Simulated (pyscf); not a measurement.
**Hydrogen shift: `[GaH]=[AsH]` → `[Ga][AsH2]` [singlet]**

Gas phase, singlet surface, charge 0. Bonds broken: Ga2–H4. Bonds formed: As1–H4. Single points on ωB97X-D3(BJ)/def2-SVP structures (PySCF, gas phase). Correlated levels are frozen-core, on RHF or UHF. ΔMP2 is the change of the MP2 total energy from the triple- to the quadruple-zeta basis.

Transition state (Å):

```xyz
4

As     1.2811     0.2902    -0.2579
Ga    -0.0982    -0.2351    -2.0652
H     -0.0574     0.9389     0.1251
H     -0.4479    -1.4423    -0.9972
```

One imaginary mode, 943i cm⁻¹; descent along it reached the two sides named.

| bond | change | reactant side (Å) | saddle | product side |
|---|---|---|---|---|
| Ga2–H4 | breaks | 1.555 | 1.649 | 2.8 |
| As1–H4 | forms | 3.8 | 2.557 | 1.529 |

Electronic energies relative to the reactant's lowest minimum found (kJ/mol):

```
level                             barrier  reaction energy  reverse barrier
--------------------------------  -------  ---------------  ---------------
ωB97X-D3(BJ)/def2-TZVP              155.7            -46.8            202.5
PBE/def2-TZVP                       122.2            -36.4            158.7
r²SCAN/def2-TZVP                    136.6            -27.0            163.5
B3LYP-D3(BJ)/def2-TZVP              128.3            -50.5            178.8
PBE0-D3(BJ)/def2-TZVP               138.6            -39.6            178.3
M06-2X/def2-TZVP                    151.1            -40.3            191.4
ωB97M-D3(BJ)/def2-TZVP              144.2            -51.3            195.4
HF/def2-TZVP                        173.2            -56.2            229.5
MP2/def2-QZVPP                      155.9            -24.9            180.9
CCSD/def2-TZVPP                     142.6            -40.0            182.6
CCSD(T)/def2-TZVPP                  132.7            -33.5            166.2
CCSD(T)/def2-TZVPP + ΔMP2(QZVPP)    129.4            -36.7            166.1
```

With CCSD(T)/def2-TZVPP + ΔMP2(QZVPP) energies and thermal terms (ideal gas, 1 atm, RRHO with modes under 100 cm⁻¹ raised to 100, one conformer, R ln 2 for rigid chiral ones), in kJ/mol:

```csv
T (K),ΔH‡,ΔG‡,ΔH,ΔG
298,124.4,122.7,-33.5,-35.3
600,122.4,121.7,-34.1,-37.0
900,120.3,121.8,-34.6,-38.3
1200,118.1,122.6,-35.0,-39.4
```

This is the saddle that the search found; another between the same sides may lie lower. A restricted solution here is unstable towards spin polarisation, so biradical character is likely and single-reference numbers are less safe. The CCSD(T) − MP2 part came from Ansatz, without density fitting, on the same reference. The frozen core leaves the outer d or s,p core shells of the metals and heavy elements correlated in the MP2 and CC values, and def2-TZVPP describes them poorly, which can shift differences by a few kcal/mol. Elements up to Kr have no core potential and no relativistic terms here.
